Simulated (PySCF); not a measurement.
A geometry optimisation, step by step.

C9H10O.
Atom-mapped SMILES: `[CH3:1][c:2]1[cH:3][cH:4][cH:5][c:6]([CH:7]=[O:8])[c:9]1[CH3:10]` (hydrogens: H11, H12, H13 on C1; H14 on C3; H15 on C4; H16 on C5; H17 on C7; H18, H19, H20 on C10)

Computed by this run: PBE0-D3(BJ)/def2-SVP geometry optimisation, gas phase in PySCF; density fitting, grid level 2; the optimiser is geomeTRIC in internal coordinates, started from a GFN2-xTB structure. The frame can shift and turn from step to step; on so coarse a grid that alone can change the energy by a few meV, and forces under 0.02 eV/Å are noise.

Step 0: E = -11521.7563 eV, largest atomic force 0.484 eV/Å
```
atom  x, y, z in Å  |  force x, y, z in eV/Å
C1     -2.412   -0.462    0.131    0.438   0.196  -0.027
C2     -1.081    0.230    0.048   -0.473  -0.085   0.018
C3     -1.057    1.620    0.012    0.114  -0.006  -0.003
C4      0.131    2.325   -0.063    0.014  -0.016   0.000
C5      1.320    1.632   -0.104    0.014  -0.132   0.002
C6      1.327    0.235   -0.071   -0.108   0.357  -0.007
C7      2.639   -0.422   -0.121    0.183  -0.039  -0.007
O8      3.695    0.159   -0.187    0.089   0.103  -0.007
C9      0.121   -0.483    0.005    0.239  -0.259   0.003
C10     0.133   -1.984    0.041    0.002   0.452  -0.011
H11    -2.480   -1.069    1.032   -0.115  -0.285   0.304
H12    -2.571   -1.108   -0.731   -0.142  -0.298  -0.278
H13    -3.214    0.271    0.156   -0.326   0.214   0.013
H14    -1.993    2.159    0.043   -0.415   0.216   0.017
H15     0.122    3.404   -0.088    0.007   0.483  -0.013
H16     2.270    2.141   -0.162    0.431   0.188  -0.026
H17     2.619   -1.526   -0.095    0.055  -0.386   0.006
H18    -0.871   -2.390    0.100   -0.338  -0.203   0.021
H19     0.605   -2.383   -0.856    0.152  -0.258  -0.273
H20     0.692   -2.340    0.906    0.179  -0.242   0.268
```

Step 1: E = -11521.8038 eV, largest atomic force 0.111 eV/Å
```
atom  x, y, z in Å  |  force x, y, z in eV/Å
C1     -2.556   -0.570    0.006   -0.080  -0.035   0.005
C2     -1.230    0.132   -0.078    0.083   0.000  -0.002
C3     -1.200    1.530   -0.113   -0.105   0.036   0.003
C4     -0.007    2.243   -0.189    0.011   0.075  -0.002
C5      1.191    1.550   -0.232    0.049   0.038  -0.004
C6      1.192    0.151   -0.199    0.024  -0.074   0.002
C7      2.511   -0.522   -0.250    0.017  -0.006  -0.001
O8      3.565    0.064   -0.317    0.006  -0.003   0.000
C9     -0.013   -0.579   -0.121   -0.039   0.063  -0.002
C10    -0.002   -2.083   -0.086    0.019  -0.078   0.001
H11    -2.637   -1.192    0.912    0.002   0.016  -0.025
H12    -2.727   -1.232   -0.859    0.005   0.017   0.024
H13    -3.378    0.159    0.031    0.014  -0.021  -0.001
H14    -2.150    2.074   -0.079    0.036  -0.016  -0.001
H15    -0.019    3.336   -0.215   -0.003  -0.036   0.001
H16     2.156    2.059   -0.293   -0.027  -0.021   0.001
H17     2.496   -1.639   -0.222   -0.002   0.028   0.000
H18    -1.016   -2.497   -0.026    0.024   0.011  -0.001
H19     0.470   -2.508   -0.986   -0.016   0.004   0.021
H20     0.557   -2.466    0.783   -0.018   0.002  -0.020
```

Step 2: E = -11521.8041 eV, largest atomic force 0.039 eV/Å
```
atom  x, y, z in Å  |  force x, y, z in eV/Å
C1     -2.557   -0.569    0.006   -0.007  -0.021   0.001
C2     -1.229    0.132   -0.078   -0.003   0.006   0.001
C3     -1.203    1.531   -0.113    0.030  -0.016  -0.001
C4     -0.007    2.243   -0.189    0.000   0.013   0.000
C5      1.191    1.549   -0.233   -0.013   0.011   0.001
C6      1.193    0.150   -0.199    0.016   0.006  -0.001
C7      2.515   -0.519   -0.250    0.002  -0.039   0.001
O8      3.569    0.066   -0.317   -0.022   0.022   0.000
C9     -0.012   -0.580   -0.121   -0.018   0.017   0.000
C10    -0.003   -2.086   -0.086    0.007  -0.006   0.000
H11    -2.639   -1.191    0.912    0.002   0.000   0.000
H12    -2.729   -1.230   -0.858    0.002   0.000   0.000
H13    -3.380    0.159    0.032    0.004   0.001   0.000
H14    -2.151    2.074   -0.078    0.005  -0.003   0.000
H15    -0.020    3.335   -0.215    0.002   0.002   0.000
H16     2.155    2.058   -0.293    0.001   0.002   0.000
H17     2.501   -1.635   -0.222   -0.005  -0.005   0.000
H18    -1.016   -2.498   -0.026   -0.003   0.002   0.000
H19     0.468   -2.512   -0.986    0.000   0.004  -0.001
H20     0.555   -2.470    0.782    0.000   0.004   0.001
```

Step 3: E = -11521.8039 eV, largest atomic force 0.078 eV/Å
```
atom  x, y, z in Å  |  force x, y, z in eV/Å
C1     -2.557   -0.571    0.006    0.020   0.023  -0.002
C2     -1.230    0.133   -0.077   -0.005   0.003   0.000
C3     -1.201    1.532   -0.112    0.011  -0.016   0.000
C4     -0.006    2.246   -0.190   -0.001  -0.061   0.001
C5      1.191    1.550   -0.233   -0.009  -0.001   0.001
C6      1.193    0.150   -0.199   -0.047  -0.007   0.002
C7      2.514   -0.521   -0.250   -0.016   0.076  -0.001
O8      3.564    0.073   -0.317    0.038  -0.045  -0.001
C9     -0.013   -0.579   -0.121    0.004  -0.018   0.000
C10    -0.004   -2.085   -0.086    0.001   0.021  -0.001
H11    -2.636   -1.194    0.912    0.002  -0.003   0.011
H12    -2.726   -1.233   -0.858    0.001  -0.004  -0.010
H13    -3.381    0.154    0.032   -0.005   0.011   0.000
H14    -2.149    2.076   -0.078   -0.018   0.008   0.001
H15    -0.018    3.337   -0.215    0.001   0.012   0.000
H16     2.156    2.057   -0.294    0.012   0.007  -0.001
H17     2.503   -1.637   -0.223    0.006  -0.004   0.000
H18    -1.018   -2.496   -0.026   -0.008  -0.005   0.001
H19     0.465   -2.512   -0.986    0.006   0.001  -0.010
H20     0.553   -2.469    0.782    0.007   0.002   0.009
```

Step 4: E = -11521.8042 eV, largest atomic force 0.034 eV/Å
```
atom  x, y, z in Å  |  force x, y, z in eV/Å
C1     -2.557   -0.571    0.006    0.011   0.013  -0.001
C2     -1.230    0.133   -0.077   -0.004  -0.001   0.000
C3     -1.201    1.532   -0.112    0.007  -0.008   0.000
C4     -0.006    2.245   -0.189    0.000  -0.031   0.001
C5      1.191    1.550   -0.233   -0.003  -0.003   0.000
C6      1.193    0.150   -0.199   -0.021   0.002   0.001
C7      2.514   -0.521   -0.250   -0.006   0.033  -0.001
O8      3.566    0.068   -0.317    0.011  -0.017   0.000
C9     -0.013   -0.579   -0.121    0.005  -0.016   0.000
C10    -0.003   -2.085   -0.086   -0.001   0.011   0.000
H11    -2.636   -1.193    0.912    0.002  -0.002   0.007
H12    -2.727   -1.233   -0.858    0.001  -0.002  -0.006
H13    -3.381    0.155    0.032   -0.003   0.007   0.000
H14    -2.150    2.075   -0.078   -0.010   0.005   0.000
H15    -0.019    3.337   -0.215    0.000   0.008   0.000
H16     2.156    2.058   -0.294    0.007   0.005  -0.001
H17     2.500   -1.637   -0.222    0.003  -0.004   0.000
H18    -1.016   -2.496   -0.026   -0.005  -0.003   0.000
H19     0.467   -2.511   -0.986    0.003   0.001  -0.006
H20     0.555   -2.469    0.782    0.004   0.002   0.005
```

Step 5: E = -11521.8042 eV, largest atomic force under 0.02 eV/Å
```
atom  x, y, z in Å  |  force x, y, z in eV/Å
C1     -2.557   -0.569    0.006   -0.004  -0.016   0.001
C2     -1.230    0.132   -0.077   -0.011   0.000   0.001
C3     -1.202    1.530   -0.112    0.011   0.004  -0.001
C4     -0.007    2.243   -0.189   -0.001   0.018   0.000
C5      1.191    1.549   -0.233   -0.010   0.002   0.000
C6      1.192    0.150   -0.200    0.013  -0.006  -0.001
C7      2.514   -0.519   -0.250   -0.002  -0.004   0.000
O8      3.566    0.070   -0.318    0.004  -0.005   0.000
C9     -0.013   -0.580   -0.121   -0.004   0.017  -0.001
C10    -0.002   -2.086   -0.086    0.001  -0.002   0.000
H11    -2.638   -1.191    0.912   -0.001   0.000  -0.002
H12    -2.729   -1.231   -0.858    0.000   0.000   0.002
H13    -3.379    0.159    0.032    0.002  -0.003   0.000
H14    -2.151    2.073   -0.078    0.005  -0.003   0.000
H15    -0.020    3.335   -0.215    0.000  -0.002   0.000
H16     2.156    2.058   -0.294   -0.004  -0.003   0.000
H17     2.502   -1.635   -0.223    0.001   0.000   0.000
H18    -1.015   -2.499   -0.026    0.000   0.002   0.000
H19     0.468   -2.511   -0.986   -0.001   0.001   0.002
H20     0.557   -2.469    0.782   -0.001   0.001  -0.002
```

**Question.** Summarise the path.

**Answer.** The energy falls by 4.62 kJ/mol from step 0 to step 5; nine tenths of that is first reached at step 1. It never rises by more than 0.2 meV. The largest force goes from 0.484 to under 0.02 eV/Å. Among the bonds C6–C7 changes most (a near tie, within 0.001 Å, with another), from 1.468 to 1.482 Å; the atoms move by 0.021 Å rms after alignment.

**Question.** Follow the three bonds and two angles with the largest change from start to end.

**Answer.** 
| step | E above end (kJ/mol) | largest force (eV/Å) | C6–C7 (Å) | C4–H15 (Å) | C3–H14 (Å) | C9–C10–H19 (°) | C9–C10–H20 (°) |
| --- | --- | --- | --- | --- | --- | --- | --- |
| 0 | 4.62 | 0.484 | 1.468 | 1.079 | 1.081 | 110.4 | 110.5 |
| 1 | 0.04 | 0.111 | 1.482 | 1.093 | 1.095 | 111.7 | 111.7 |
| 2 | 0.01 | 0.039 | 1.482 | 1.092 | 1.094 | 111.7 | 111.7 |
| 3 | 0.03 | 0.078 | 1.482 | 1.092 | 1.093 | 111.8 | 111.8 |
| 4 | 0.00 | 0.034 | 1.482 | 1.092 | 1.093 | 111.7 | 111.7 |
| 5 | 0.00 | under 0.02 | 1.482 | 1.092 | 1.094 | 111.7 | 111.7 |

What follows is the cost of the whole optimisation. Time: 2.1 min; peak memory 0.87 GiB. Hardware: one thread, Arm Neoverse V1 (aarch64) (shared host).
